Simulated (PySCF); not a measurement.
C₆H₅Cl, charge +1, doublet (typed; the unrestricted solution is spin-contaminated), geometry from GFN2-xTB (a state made from the parent by changing its charge; the spin is typed, not shown lowest); CCSD(T)/STO-3G run with PySCF.

The PySCF input:
```python
from pyscf import gto, scf, cc

mol = gto.M(
    atom='''
Cl    2.206881    0.176401    0.001583
C     0.531721    0.042502    0.000381
C    -0.270565    1.212871    0.019699
C    -1.638170    1.093489    0.018556
C    -2.234624   -0.178619   -0.001603
C    -1.443642   -1.339826   -0.020766
C    -0.074437   -1.240448   -0.019947
H     0.203778    2.182637    0.035056
H    -2.260376    1.975973    0.033132
H    -3.312284   -0.264759   -0.002375
H    -1.917744   -2.309940   -0.036129
H     0.547951   -2.122549   -0.034517
''',
    basis='sto-3g',
    charge=1,
    spin=1,
    verbose=4,
)

mf = scf.UHF(mol)
mf.kernel()

mycc = cc.CCSD(mf)
mycc.kernel()
et = mycc.ccsd_t()
print('E(CCSD(T)) = %.10f' % (mycc.e_tot + et))
```

The log (banner, timings and long lists left out):

```
PySCF version 2.14.0

[INPUT] verbose = 4
[INPUT] num. atoms = 12
[INPUT] num. electrons = 57
[INPUT] charge = 1
[INPUT] spin (= nelec alpha-beta = 2S) = 1
[INPUT] symmetry False subgroup None
[INPUT] Mole.unit = angstrom
[INPUT] Symbol           X                Y                Z      unit          X                Y                Z       unit  Magmom
[...]
nuclear repulsion = 317.209138412902
number of shells = 28
number of NR pGTOs = 132
number of NR cGTOs = 44
basis = sto-3g
ecp = {}

******** <class 'pyscf.scf.uhf.UHF'> ********
method = UHF
initial guess = minao
damping factor = 0
level_shift factor = 0
DIIS = <class 'pyscf.scf.diis.CDIIS'>
diis_start_cycle = 1
diis_space = 8
diis_damp = 0
SCF conv_tol = 1e-09
SCF conv_tol_grad = None
SCF max_cycles = 50
direct_scf = True
direct_scf_tol = 1e-13
number electrons alpha = 29  beta = 28
Set gradient conv threshold to 3.16228e-05
init E= -683.705041710699

cycle= 1 E= -681.524061686474  delta_E= 2.18  |g|= 0.363  |ddm|= 3.39
cycle= 2 E= -681.62674336906  delta_E= -0.103  |g|= 0.141  |ddm|= 0.767
cycle= 3 E= -681.641282434181  delta_E= -0.0145  |g|= 0.0448  |ddm|= 0.23
cycle= 4 E= -681.644046463889  delta_E= -0.00276  |g|= 0.021  |ddm|= 0.096
cycle= 5 E= -681.644871212166  delta_E= -0.000825  |g|= 0.0133  |ddm|= 0.0432
cycle= 6 E= -681.645533783813  delta_E= -0.000663  |g|= 0.00738  |ddm|= 0.0574
cycle= 7 E= -681.645763914788  delta_E= -0.00023  |g|= 0.00598  |ddm|= 0.0329
cycle= 8 E= -681.645935008127  delta_E= -0.000171  |g|= 0.00594  |ddm|= 0.0235
cycle= 9 E= -681.645895766856  delta_E= 3.92e-05  |g|= 0.00592  |ddm|= 0.0053
cycle= 10 E= -681.645040418326  delta_E= 0.000855  |g|= 0.00507  |ddm|= 0.127
cycle= 11 E= -681.643822520323  delta_E= 0.00122  |g|= 0.00372  |ddm|= 0.279
cycle= 12 E= -681.643416494198  delta_E= 0.000406  |g|= 0.00408  |ddm|= 0.119
cycle= 13 E= -681.644569748029  delta_E= -0.00115  |g|= 0.0042  |ddm|= 0.311
cycle= 14 E= -681.64812135857  delta_E= -0.00355  |g|= 0.0152  |ddm|= 0.701
cycle= 15 E= -681.648193467605  delta_E= -7.21e-05  |g|= 0.0147  |ddm|= 0.036
cycle= 16 E= -681.645923308402  delta_E= 0.00227  |g|= 0.00584  |ddm|= 0.452
cycle= 17 E= -681.645106761493  delta_E= 0.000817  |g|= 0.00536  |ddm|= 0.119
cycle= 18 E= -681.645710386862  delta_E= -0.000604  |g|= 0.00616  |ddm|= 0.091
cycle= 19 E= -681.64576154604  delta_E= -5.12e-05  |g|= 0.00564  |ddm|= 0.00894
cycle= 20 E= -681.643835527131  delta_E= 0.00193  |g|= 0.00324  |ddm|= 0.387
[...]
cycle= 50 E= -681.643236897166  delta_E= 0.000574  |g|= 0.0039  |ddm|= 0.156
SCF not converged.
SCF energy = -681.643236897166 after 50 cycles  <S^2> = 0.95554961  2S+1 = 2.1959505

******** <class 'pyscf.cc.uccsd.UCCSD'> ********
CC2 = 0
CCSD nocc = (np.int64(29), np.int64(28)), nmo = (44, 44)
max_cycle = 50
direct = 0
conv_tol = 1e-07
conv_tol_normt = 1e-06
diis_space = 6
diis_start_cycle = 0
diis_start_energy_diff = 1e+09
Init t2, MP2 energy = -0.326366708724988
Init E_corr(UCCSD) = -0.326390792022449
cycle = 1  E_corr(UCCSD) = -0.371088756668473  dE = -0.0446979646  norm(t1,t2) = 0.131638
cycle = 2  E_corr(UCCSD) = -0.390274345170033  dE = -0.0191855885  norm(t1,t2) = 0.070951
cycle = 3  E_corr(UCCSD) = -0.408887041400249  dE = -0.0186126962  norm(t1,t2) = 0.0519119
cycle = 4  E_corr(UCCSD) = -0.413505146979377  dE = -0.00461810558  norm(t1,t2) = 0.0223648
cycle = 5  E_corr(UCCSD) = -0.412466140897113  dE = 0.00103900608  norm(t1,t2) = 0.0131658
cycle = 6  E_corr(UCCSD) = -0.412690494304105  dE = -0.000224353407  norm(t1,t2) = 0.00593179
cycle = 7  E_corr(UCCSD) = -0.41288987052082  dE = -0.000199376217  norm(t1,t2) = 0.00336626
cycle = 8  E_corr(UCCSD) = -0.412859447989181  dE = 3.04225316e-05  norm(t1,t2) = 0.00156844
cycle = 9  E_corr(UCCSD) = -0.41285094717183  dE = 8.50081735e-06  norm(t1,t2) = 0.000813011
cycle = 10  E_corr(UCCSD) = -0.412856219514373  dE = -5.27234254e-06  norm(t1,t2) = 0.000407357
cycle = 11  E_corr(UCCSD) = -0.412874463023905  dE = -1.82435095e-05  norm(t1,t2) = 0.000149324
cycle = 12  E_corr(UCCSD) = -0.412880348078748  dE = -5.88505484e-06  norm(t1,t2) = 5.86546e-05
cycle = 13  E_corr(UCCSD) = -0.412881653205144  dE = -1.3051264e-06  norm(t1,t2) = 3.02636e-05
cycle = 14  E_corr(UCCSD) = -0.412881096426732  dE = 5.56778412e-07  norm(t1,t2) = 1.85066e-05
cycle = 15  E_corr(UCCSD) = -0.412879363282266  dE = 1.73314447e-06  norm(t1,t2) = 9.92072e-06
cycle = 16  E_corr(UCCSD) = -0.41287846100433  dE = 9.02277936e-07  norm(t1,t2) = 4.35284e-06
cycle = 17  E_corr(UCCSD) = -0.412878238636561  dE = 2.22367769e-07  norm(t1,t2) = 2.11078e-06
cycle = 18  E_corr(UCCSD) = -0.412878105623526  dE = 1.33013035e-07  norm(t1,t2) = 1.24182e-06
cycle = 19  E_corr(UCCSD) = -0.412878160981857  dE = -5.53583307e-08  norm(t1,t2) = 6.24991e-07
UCCSD converged
E(UCCSD) = -682.0561150581477  E_corr = -0.4128781609818571
UCCSD(T) correction = -0.0118825866041303
E(CCSD(T)) = -682.0679976448
```

The run did not converge; its last values are not results.
